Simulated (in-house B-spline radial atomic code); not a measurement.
# Ionising K VII (K6+) with different functionals

Computed with an all-electron radial atomic-structure program (B-spline basis): scalar-relativistic (spin-free X2C) Hamiltonian, Fermi nucleus of rms radius 3.4349 fm, spin-polarised at highest spin, spherical fractional occupations for the functionals, the average over the highest-spin determinants for Hartree-Fock. The ionisation energy is the difference of two self-consistent energies, [Ne] 3s2 3p1 → [Ne] 3s2, without Breit or QED terms; ε is the level of the shell that loses the electron (its least bound occupied spin orbital).

Hybrids are left out here: with spherical fractional occupations of an open shell their exact exchange keeps a self-interaction that integer-occupation calculations don't have.

```tsv
method	rung	ΔSCF (eV)	-ε(3p) (eV)
Hartree-Fock	Hartree-Fock	116.73	117.00
LDA VWN5	LDA	117.85	108.67
LDA PW92	LDA	117.84	108.66
LDA exchange-only	LDA	116.27	107.19
PBE	GGA	117.66	108.60
PBEsol	GGA	117.60	108.53
BLYP	GGA	117.71	108.57
RPBE	GGA	117.57	108.57
PW91	GGA	117.82	108.73
BP86	GGA	?	?
AM05	GGA	?	?
OLYP	GGA	117.72	108.82
TPSS	meta-GGA	117.60	108.66
SCAN	meta-GGA	117.40	108.67
r2SCAN	meta-GGA	117.35	108.61
revTPSS	meta-GGA	117.48	108.56
```

Question: What does AM05 give?

Answer: ΔSCF 117.58 eV, and -ε(3p) = 108.51 eV.

Question: What does BP86 give?

Answer: ΔSCF 117.79 eV, and -ε(3p) = 108.70 eV.

Question: How do they compare with the NIST value?

Answer: NIST lists 117.6 eV ± 0.11 (measured, ground level to ground level). Errors run from -1.29 to +0.29 eV; RPBE is closest (+0.01 eV), though others lie within the uncertainty of it, and part of that can be cancellation, since the calculations leave out spin-orbit coupling, Breit-QED terms, multiplet and fine-structure energies. Hartree-Fock also lacks correlation.
